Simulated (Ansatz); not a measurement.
Total energies of `[SiH3][GeH][Cl]` radical.

```xyz
7

Si    0.8427    0.5499    0.2703
Ge   -1.3750   -0.3041    0.0028
Cl   -1.2464   -2.4684    0.0490
H     1.3429    0.1019    1.5927
H     0.7669    2.0335    0.2313
H     1.7437    0.0605   -0.8065
H    -2.0749    0.0267   -1.3396
```

The species carries charge 0 and has multiplicity 2. Correlated methods include outer-core shells of Ge, which these sets cover unevenly. Scalar relativity is left out up to krypton. The structure was optimised at the PBE0-D4/def2-TZVP level. Basis def2-TZVPP, Ansatz.

RPA on PBE orbitals: Hartree–Fock energy of these orbitals -2826.11015 Eh, correlation -0.95486 Eh (frozen core).

| functional | energy without D4 (Eh) | D4 term (kJ/mol) |
| --- | --- | --- |
| LDA (SPW92) | -2823.28131 | – |
| PBE | -2828.46731 | -15.7 |
| revPBE | -2828.82452 | -39.3 |
| BLYP | -2829.17126 | -33.5 |
| r2SCAN | -2829.06193 | -3.6 |
| B97M-V | -2828.54553 | – |
| B3LYP | -2829.21524 | -25.8 |
| r2SCANh | -2829.05135 | -3.9 |
| r2SCAN0 | -2829.03675 | -4.4 |
| HSE06 (plane-wave form) | -2828.57639 | -12.8 |
| BHLYP | -2829.10772 | -23.1 |
| ωB97X-V | -2828.82011 | – |
| B2PLYP | -2828.50249 | – |
| PBE-QIDH | -2828.09120 | – |

(1) Give the same for PBE0, CAM-B3LYP, LC-ωPBE, ωB97M-V. (Estimate.)

B3LYP takes the VWN-RPA correlation (the form of Gaussian; ORCA's B3LYP/G). HSE06 is the plane-wave form, built on full-range PBE exchange. The double hybrids freeze the cores in their second-order part.

Results:

(1) The calculation gave: 
```csv
functional,energy without D4 (Eh),D4 term (kJ/mol)
PBE0,-2828.59041,-13.4
CAM-B3LYP,-2829.26418,-14.0
LC-ωPBE,-2828.63637,–
ωB97M-V,-2828.95360,–
```

LC-ωPBE has ω = 0.4 bohr⁻¹.
